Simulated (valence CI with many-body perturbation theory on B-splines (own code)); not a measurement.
**Energy levels of Dy XXXIV**

Computed by configuration interaction combined with many-body perturbation theory (CI+MBPT): five valence electrons over a frozen Dirac-Fock core [Ar] 3d10, a basis of 11 s, 11 p, 10 d, 8 f, 5 g, 2 h functions for each j, with the one-electron correlation potential Σ1, the two-electron term Σ2, the three-electron term Σ3, Breit, model QED; selected CI, second order for the rest, scaled by the run's own slope (own B-spline code, finite nucleus).

No measured spectrum was set against this ion. As an estimate, large intervals hold to a few tenths of a per cent, small ones and those within an open d or f shell to about a per cent. Among the levels kept, up to 2100 cm⁻¹ of a level comes from second order outside the variational space, and about a tenth of that is noise between levels of different J, which matters for small intervals.

Levels 136 to 175 of 175, with energies above the lowest level, (4s^2 4p1/2^2 4p3/2) J=3/2. "Leading %" is the weight of the configuration and term that name the level; weights of strongly mixed levels are sums over their largest components and can fall short. In the jj column 3d3/2^4 stands for four electrons in 3d with j = 3/2.

```tsv
No.	Configuration	Term	J	E (eV)	Leading %	Second component	g	Leading jj
136	4s 4p3 4d	2P°	3/2	358.52	25	20 % 4s 4p3 4d 4P°	1.371	4s 4p3/2^3 4d3/2 (57 %)
137	4s 4p3 4d	4D°	5/2	359.78	17	14 % 4s 4p3 4d 2D°	1.325	4s 4p3/2^3 4d3/2 (40 %)
138	4s 4p3 4d	4F°	9/2	360.38	38	21 % 4s 4p3 4d 2G°	1.270	4s 4p3/2^3 4d5/2 (73 %)
139	4s 4p3 4d	2F°	7/2	361.37	20	12 % 4s 4p3 4d 4F°	1.193	4s 4p3/2^3 4d3/2 (51 %)
140	4s 4p3 4d	2D°	5/2	362.86	16	12 % 4s 4p3 4d 4D°	1.142	4s 4p3/2^3 4d5/2 (36 %)
141	4s2 4p 4d2	4D°	1/2	366.13	28	22 % 4s 4p3 4d 2P°	0.475	4s^2 4p3/2 4d3/2^2 (50 %)
142	4s 4p3 4d	2F°	7/2	366.92	30	14 % 4s2 4p 4d2 4D°	1.241	4s 4p3/2^3 4d5/2 (55 %)
143	4s 4p3 4d	2D°	3/2	367.87	20	12 % 4s2 4p 4d2 4F°	0.887	4s^2 4p3/2 4d3/2^2 (32 %)
144	4s2 4p 4d2	4F°	5/2	368.18	19	12 % 4s2 4p 4d2 4D°	1.058	4s^2 4p3/2 4d3/2^2 (49 %)
145	4s2 4p 4d2	4F°	7/2	368.71	23	13 % 4s2 4p 4d2 2F°	1.148	4s^2 4p3/2 4d3/2 4d5/2 (48 %)
146	4s2 4p 4d2	4G°	11/2	369.97	88	6 % 4s2 4p2 4f 2H°	1.254	4s^2 4p3/2 4d5/2^2 (59 %)
147	4s2 4p 4d2	4G°	9/2	370.08	38	23 % 4s2 4p 4d2 2G°	1.188	4s^2 4p3/2 4d3/2 4d5/2 (84 %)
148	4s2 4p2 4f	2D°	3/2	370.18	12	11 % 4s2 4p 4d2 2D°	0.964	4s^2 4p3/2 4d3/2^2 (44 %)
149	4s2 4p 4d2	4D°	5/2	370.38	26	25 % 4s2 4p 4d2 4P°	1.302	4s^2 4p3/2 4d3/2 4d5/2 (74 %)
150	4s2 4p 4d2	2F°	7/2	370.92	49	24 % 4s2 4p 4d2 4D°	1.199	4s^2 4p3/2 4d3/2 4d5/2 (46 %)
151	4s2 4p 4d2	4D°	3/2	372.51	26	14 % 4s2 4p 4d2 4S°	1.267	4s^2 4p3/2 4d3/2^2 (35 %)
152	4s 4p2 4d2	6G	3/2	373.63	42	30 % 4s 4p2 4d2 4F	0.381	4s 4p1/2^2 4d3/2^2 (84 %)
153	4s2 4p 4d2	2F°	5/2	373.83	21	10 % 4s2 4p2 4f 4F°	1.049	4s^2 4p3/2 4d3/2 4d5/2 (34 %)
154	4s2 4p 4d2	2F°	7/2	374.14	11	10 % 4s 4p3 4d 2F°	1.143	4s^2 4p3/2 4d3/2^2 (20 %)
155	4s2 4p 4d2	4D°	1/2	375.52	40	18 % 4s2 4p2 4f 2P°	0.287	4s^2 4p3/2^2 4f5/2 (23 %)
156	4s2 4p 4d2	2H°	11/2	376.20	70	24 % 4s2 4p2 4f 4G°	1.135	4s^2 4p3/2 4d3/2 4d5/2 (50 %)
157	4s 4p2 4d2	6G	5/2	376.28	22	20 % 4s 4p2 4d2 4F	1.101	4s 4p1/2^2 4d3/2^2 (71 %)
158	4s2 4p 4d2	2G°	9/2	377.26	34	21 % 4s2 4p2 4f 2H°	1.081	4s^2 4p3/2^2 4f5/2 (42 %)
159	4s2 4p 4d2	4D°	3/2	377.30	12	12 % 4s 4p3 4d 2P°	1.137	4s 4p3/2^3 4d5/2 (36 %)
160	4s2 4p 4d2	4D°	5/2	378.22	19	16 % 4s 4p3 4d 2D°	1.133	4s^2 4p3/2 4d3/2 4d5/2 (32 %)
161	4s2 4p 4d2	2S°	1/2	379.19	34	20 % 4s2 4p 4d2 4P°	1.898	4s^2 4p3/2 4d3/2 4d5/2 (65 %)
162	4s2 4p 4d2	2F°	5/2	380.37	21	10 % 4s 4p3 4d 2D°	1.033	4s^2 4p3/2 4d3/2 4d5/2 (37 %)
163	4s2 4p 4d2	4P°	3/2	380.84	18	14 % 4s2 4p 4d2 2P°	1.496	4s^2 4p3/2 4d3/2 4d5/2 (36 %)
164	4s 4p2 4d2	4P	1/2	381.69	35	30 % 4s 4p2 4d2 6D	2.429	4s 4p1/2^2 4d3/2^2 (69 %)
165	4s2 4p 4d2	2P°	1/2	381.75	30	18 % 4s 4p3 4d 2P°	0.814	4s^2 4p3/2 4d5/2^2 (44 %)
166	4s2 4p 4d2	4D°	7/2	381.86	35	25 % 4s2 4p 4d2 2G°	1.213	4s^2 4p3/2 4d3/2 4d5/2 (49 %)
167	4s2 4p 4d2	4D°	7/2	383.66	16	12 % 4s2 4p 4d2 4F°	1.222	4s^2 4p3/2 4d5/2^2 (37 %)
168	4s2 4p 4d2	2D°	3/2	384.38	14	11 % 4s2 4p2 4f 2D°	1.042	4s 4p3/2^3 4d5/2 (29 %)
169	4s2 4p 4d2	4P°	5/2	384.67	29	20 % 4s2 4p 4d2 2D°	1.345	4s^2 4p3/2 4d5/2^2 (48 %)
170	4p4 4d	4D	3/2	385.60	25	14 % 4p4 4d 4P	1.086	4p1/2^2 4p3/2^2 4d3/2 (66 %)
171	4s 4p2 4d2	6G	5/2	386.09	19	18 % 4p4 4d 4D	1.124	4s 4p1/2^2 4d3/2 4d5/2 (44 %)
172	4p4 4d	4F	7/2	386.72	21	18 % 4p4 4d 2G	1.100	4p1/2^2 4p3/2^2 4d3/2 (61 %)
173	4s2 4p2 4f	2F°	7/2	387.06	22	19 % 4s2 4p 4d2 2G°	1.068	4s^2 4p3/2^2 4f7/2 (32 %)
174	4s 4p2 4d2	6G	7/2	387.19	26	20 % 4s 4p2 4d2 6F	1.249	4s 4p1/2^2 4d3/2 4d5/2 (78 %)
175	4s2 4p 4d2	2F°	5/2	387.19	28	20 % 4s2 4p 4d2 2D°	1.015	4s^2 4p3/2 4d3/2 4d5/2 (38 %)
```

Where two levels of one J and parity lie close, their mixing, g and order are uncertain.
